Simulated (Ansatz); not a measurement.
**Energy profile**

The step: AlSiH₂Cl₃ ([SiH2][Al]([Cl])([Cl])[Cl]) + H₂ → AlSiH₄Cl₃ ([SiH3][Al]([Cl])([Cl])[ClH]); bonds formed: Cl2–H5, Si6–H7; bonds broken: H5–Si6, H5–H7; bonds weakened to dative contacts: Al1–Cl2 (atoms numbered as in the saddle structure below).

| atom | x (Å) | y (Å) | z (Å) |
| --- | --- | --- | --- |
| Al1 | -1.0582 | -0.0650 | -0.9139 |
| Cl2 | 0.8630 | 0.7023 | -1.8846 |
| Cl3 | -1.5543 | -1.9305 | -1.7417 |
| Cl4 | -2.5030 | 1.4590 | -0.9303 |
| H5 | 1.3612 | 0.4448 | -0.3396 |
| Si6 | 0.2363 | -0.2193 | 1.1954 |
| H7 | 1.6649 | 0.2946 | 0.5748 |
| H8 | 0.1999 | 0.7952 | 2.2830 |
| H9 | 0.7901 | -1.4809 | 1.7569 |

Electronic energies by CCSD(T) at an estimated basis limit (MP2 extrapolated from triple and quadruple zeta, plus CCSD(T) − MP2 in triple zeta), on PBE0-D4/def2-TZVP structures; AlSiH4Cl3, singlet; no counterpoise correction. Computed with Ansatz 0.2.0 (basis: def2-TZVPP and def2-QZVPP); correlated methods freeze the cores. Extrapolation: Hartree–Fock as exp(−7.88 √X), correlation as X^−2.97.

Q: Give the profile in eV, counted from the separated reactants. (To be estimated.)

A: Computed:
| point | eV |
| --- | --- |
| separated: AlCl3 (linked as [Cl][Al]([Cl])[Cl]; Al1, Cl2, Cl3, Cl4; singlet) + SiH4 (H5, Si6, H7, H8, H9; singlet) | 0.000 |
| start structure | -1.036 |
| saddle | -0.716 |
| end structure | -1.116 |
| separated: AlSiH3Cl2 (linked as [SiH3][Al]([Cl])[Cl]; Al1, Cl3, Cl4, Si6, H7, H8, H9; singlet) + HCl (Cl2, H5; singlet) | -0.841 |
The saddle lies below the separated reactants: the barrier is submerged.

The T1 diagnostic stays at or below 0.016. The start structure is not quite a true minimum (one mode of 35i cm⁻¹). The end structure is not quite a true minimum (one mode of 49i cm⁻¹).

For scale, one of the runs: CCSD(T)/def2-TZVPP, 266 basis functions, launched by `ansatz run in.yaml --threads 8 --pin off --events-out ev --progress --plain --max-ram 19148MiB`. Hardware: 8 CPU threads of an Arm Neoverse V1, shared host. Wall time 96 s; peak host memory 5.6 GiB.
